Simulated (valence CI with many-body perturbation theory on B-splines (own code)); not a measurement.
Ce⁴²⁺: E2, M1, M2 decay

Level of theory: relativistic CI+MBPT: six valence electrons over a frozen Dirac-Fock core [Ne], radial functions for each j: 9 s, 9 p, 8 d, 6 f, 3 g, 1 h, with the one-electron correlation potential Σ1 (screened to all orders), the two-electron term Σ2, the three-electron term Σ3, Breit, model QED; selected single and double excitations, second order for the rest, scaled by the run's own slope (own B-spline code, finite nucleus).

The last digits are not significant, and no measured levels were compared; by estimate large intervals hold to a few tenths of a per cent, small ones and those within an open d or f shell to about a per cent. Among the levels kept, up to 1100 cm⁻¹ of a level comes from second order outside the variational space, and about a tenth of that is noise between levels of different J, which matters for small intervals.

Lines 1 to 25 of 25 in falling wavelength, among levels below 2814200 cm⁻¹, chosen from the decays that carry over 1 % of a level's rate. Wavelengths and rates use the calculated energies. Electric multipoles are in the length gauge with retardation, E1 and E2 with the static RPA response of the core. M1 uses the relativistic operator with retardation. S is in atomic units (e²a₀⁴ for E2 and M2, e²a₀⁶ for E3), for M1 in squared Bohr magnetons. Weak lines are less certain than strong ones. Lines between different terms over intervals too small for the method are left out, as are lines whose strength nearly cancels.

Levels are named by their leading jj configuration (3d3/2^4 stands for four electrons in 3d with j = 3/2), which in mixed levels can hold well under half, so a name can repeat and another be missing. Letters in brackets count levels of one name in rising energy.

```
λ vac (nm)                               Upper                               Lower  Type   A (s⁻¹)  S (a.u.)
     87.89          (3s^2 3p1/2^2 3p3/2^2) J=0          (3s^2 3p1/2^2 3p3/2^2) J=2    E2  7.93e+00  3.71e-03
     55.96  (3s^2 3p1/2 3p3/2^2 3d5/2) J=4 [b]      (3s^2 3p1/2 3p3/2^2 3d3/2) J=4    M1  2.26e+04  1.32e+00
     55.15      (3s^2 3p1/2^2 3p3/2 3d5/2) J=4      (3s^2 3p1/2^2 3p3/2 3d3/2) J=3    M1  7.60e+04  4.25e+00
     49.82      (3s^2 3p1/2 3p3/2^2 3d5/2) J=5      (3s^2 3p1/2 3p3/2^2 3d3/2) J=4    M1  8.97e+04  4.52e+00
     42.15  (3s^2 3p1/2 3p3/2^2 3d5/2) J=4 [b]  (3s^2 3p1/2 3p3/2^2 3d3/2) J=3 [a]    M1  7.32e+04  1.83e+00
     18.42      (3s^2 3p1/2 3p3/2^2 3d3/2) J=4      (3s^2 3p1/2^2 3p3/2 3d5/2) J=3    M1  8.49e+04  1.77e-01
     15.36  (3s^2 3p1/2 3p3/2^2 3d5/2) J=4 [a]      (3s^2 3p1/2^2 3p3/2 3d5/2) J=3    M1  2.39e+06  2.89e+00
     14.54      (3s^2 3p1/2 3p3/2^2 3d3/2) J=4      (3s^2 3p1/2^2 3p3/2 3d5/2) J=4    M1  6.38e+04  6.53e-02
     13.86  (3s^2 3p1/2 3p3/2^2 3d5/2) J=4 [b]      (3s^2 3p1/2^2 3p3/2 3d5/2) J=3    M1  8.59e+05  7.63e-01
     13.34            (3s^2 3p1/2 3p3/2^3) J=1          (3s^2 3p1/2^2 3p3/2^2) J=0    M1  2.94e+06  7.77e-01
     12.56  (3s^2 3p1/2 3p3/2^2 3d5/2) J=4 [a]      (3s^2 3p1/2^2 3p3/2 3d5/2) J=4    M1  7.24e+06  4.78e+00
     11.58            (3s^2 3p1/2 3p3/2^3) J=1          (3s^2 3p1/2^2 3p3/2^2) J=2    M1  1.02e+07  1.76e+00
     11.54  (3s^2 3p1/2 3p3/2^2 3d5/2) J=4 [b]      (3s^2 3p1/2^2 3p3/2 3d5/2) J=4    M1  9.14e+05  4.69e-01
     11.54  (3s^2 3p1/2 3p3/2^2 3d5/2) J=4 [b]      (3s^2 3p1/2^2 3p3/2 3d5/2) J=4    E2  3.15e+04  5.18e-03
     11.50      (3s^2 3p1/2 3p3/2^2 3d3/2) J=4      (3s^2 3p1/2^2 3p3/2 3d3/2) J=3    M1  1.63e+06  8.29e-01
     11.50      (3s^2 3p1/2 3p3/2^2 3d3/2) J=4      (3s^2 3p1/2^2 3p3/2 3d3/2) J=3    E2  4.36e+04  7.06e-03
     11.48  (3s^2 3p1/2 3p3/2^2 3d5/2) J=4 [b]      (3s^2 3p1/2^2 3p3/2 3d5/2) J=2    E2  2.46e+04  3.95e-03
     11.25      (3s^2 3p1/2 3p3/2^2 3d5/2) J=5      (3s^2 3p1/2^2 3p3/2 3d5/2) J=4    M1  1.91e+06  1.11e+00
     11.25      (3s^2 3p1/2 3p3/2^2 3d5/2) J=5      (3s^2 3p1/2^2 3p3/2 3d5/2) J=4    E2  4.38e+04  7.77e-03
     10.90      (3s^2 3p1/2 3p3/2^2 3d3/2) J=4      (3s^2 3p1/2^2 3p3/2 3d3/2) J=2    E2  2.25e+04  2.79e-03
     10.83            (3s^2 3p1/2 3p3/2^3) J=2          (3s^2 3p1/2^2 3p3/2^2) J=2    M1  6.51e+06  1.53e+00
     10.83            (3s^2 3p1/2 3p3/2^3) J=2          (3s^2 3p1/2^2 3p3/2^2) J=2    E2  8.87e+04  5.89e-03
     10.33                  (3s^2 3p3/2^4) J=0            (3s^2 3p1/2 3p3/2^3) J=1    M1  2.95e+07  1.20e+00
     10.23  (3s^2 3p1/2 3p3/2^2 3d5/2) J=4 [a]      (3s^2 3p1/2^2 3p3/2 3d3/2) J=3    M1  2.99e+05  1.07e-01
     6.230      (3s^2 3p1/2^2 3p3/2 3d5/2) J=4          (3s^2 3p1/2^2 3p3/2^2) J=2    M2  3.81e+03  2.87e-05
```
